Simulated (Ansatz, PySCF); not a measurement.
PySCF was given this input:
```python
from pyscf import gto, scf, dft

mol = gto.M(
    atom='''
C    -1.849200   -0.011800    0.244200
C    -0.451700   -0.446200   -0.172200
N     0.508200    0.610600    0.090700
C     1.863300    0.246100   -0.262900
H    -2.120300    0.903600   -0.273800
H    -2.571800   -0.785700   -0.000100
H    -1.887600    0.173700    1.315500
H    -0.186600   -1.389700    0.341600
H    -0.430000   -0.640000   -1.249400
H     0.469200    0.859000    1.076500
H     2.525600    1.078000   -0.031400
H     1.902600    0.056500   -1.335900
H     2.228400   -0.654000    0.257300
''',
    basis='sto-3g',
    charge=-1,
    spin=1,
    verbose=4,
)

mf = dft.UKS(mol)
mf.xc = 'b3lyp'
mf.grids.atom_grid = (99, 590)
mf.grids.prune = None
mf.kernel()
```

### Question
Write the same job for Ansatz (a quantum-chemistry and plane-wave program).

### Answer
One answer among several that fit: 
Ansatz 0.2 input:
```yaml
crystal:
  periodic: [false, false, false]
  atoms:
    - {symbol: C, position_ang: [-1.84920000, -0.01180000, 0.24420000]}
    - {symbol: C, position_ang: [-0.45170000, -0.44620000, -0.17220000]}
    - {symbol: N, position_ang: [0.50820000, 0.61060000, 0.09070000]}
    - {symbol: C, position_ang: [1.86330000, 0.24610000, -0.26290000]}
    - {symbol: H, position_ang: [-2.12030000, 0.90360000, -0.27380000]}
    - {symbol: H, position_ang: [-2.57180000, -0.78570000, -0.00010000]}
    - {symbol: H, position_ang: [-1.88760000, 0.17370000, 1.31550000]}
    - {symbol: H, position_ang: [-0.18660000, -1.38970000, 0.34160000]}
    - {symbol: H, position_ang: [-0.43000000, -0.64000000, -1.24940000]}
    - {symbol: H, position_ang: [0.46920000, 0.85900000, 1.07650000]}
    - {symbol: H, position_ang: [2.52560000, 1.07800000, -0.03140000]}
    - {symbol: H, position_ang: [1.90260000, 0.05650000, -1.33590000]}
    - {symbol: H, position_ang: [2.22840000, -0.65400000, 0.25730000]}
basis:
  gaussian:
    orbitals: STO-3G
hamiltonian:
  xc: b3lyp
total_charge: -1
magnetization: {spin_polarized: true, initial_magnetization: 1}
accuracy: high
```

Both were run: PySCF gave -171.871776 Eh and Ansatz -171.871776 Eh, 0.000 mEh apart.
